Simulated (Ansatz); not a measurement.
Reaction (ligand exchange at the Si–N bond): `N[SiH](Cl)N[SiH3]` + HCl → `[SiH3]N[SiH](Cl)Cl` + NH₃

Isolated molecules relaxed with PBE0-D4/def2-TZVP in Ansatz; ΔE leaves out vibrations. CCSD(T)/CBS is the MP2 limit (def2-TZVPP, def2-QZVPP) plus CCSD(T) − MP2 in def2-TZVPP, frozen cores. This one scheme is used for every species. DFT in def2-TZVPP. Each species was taken in one conformer, which may not be the lowest.

`N[SiH](Cl)N[SiH3]`:

Z-matrix (Å, degrees):
```
Si
Cl 1 2.073
N 1 1.706 2 103.8
N 1 1.698 2 116.0 3 -120.2
H 1 1.479 2 105.2 3 122.9
Si 3 1.735 1 129.9 2 15.4
H 3 1.010 1 114.8 2 -168.3
H 4 1.008 1 120.8 2 63.6
H 4 1.007 1 119.8 2 -83.2
H 6 1.484 3 111.7 1 50.6
H 6 1.487 3 106.2 1 169.7
H 6 1.485 3 112.5 1 -71.6
```

HCl:

Z-matrix (Å, degrees):
```
Cl
H 1 1.279
```

`[SiH3]N[SiH](Cl)Cl`:

```xyz
10

Si    1.254    0.704    0.752
N     0.043    0.405   -0.456
Si   -1.172   -0.779   -0.445
Cl   -2.938    0.022   -1.093
Cl   -0.753   -2.346   -1.697
H     2.618    0.406    0.242
H     0.943   -0.184    1.897
H     1.223    2.126    1.184
H     0.112    0.955   -1.303
H    -1.329   -1.309    0.918
```

NH₃:

Cartesian coordinates in Å:
```
N 0.027 0.023 -0.280
H -0.867 -0.374 -0.020
H 0.743 -0.571 0.120
H 0.097 0.923 0.180
```

```csv
level,ΔE (eV)
PBE,-0.39
SCS-MP2/def2-TZVPP,-0.33
```

Q: What does CCSD(T)/CBS give? (An estimate is asked.)

A: Computed: -0.34 eV. The listed levels differ from it by -0.05, 0.01 eV.

Largest T1 diagnostic among the species: 0.010.
